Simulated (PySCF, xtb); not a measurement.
CH5F3Si2, SMILES FC([SiH2]F)(F)[SiH3].

GFN2-xTB (xtb 6.7.1) at its own geometry gives an orbital gap of 4.67 eV and a dipole moment of 4.36 D.

Geometry: TPSSh-D3(BJ)/def2-SVP. This is a generated structure with no PubChem entry under its InChIKey; it may be hypothetical. One conformer was computed; it need not be the lowest.

Q: What does PBE/def2-TZVP in PySCF give? (The exact figures need the calculation; the answer reports its results.)

A: gap 5.06 eV (levels -6.80 and -1.73 eV), dipole 2.56 D.
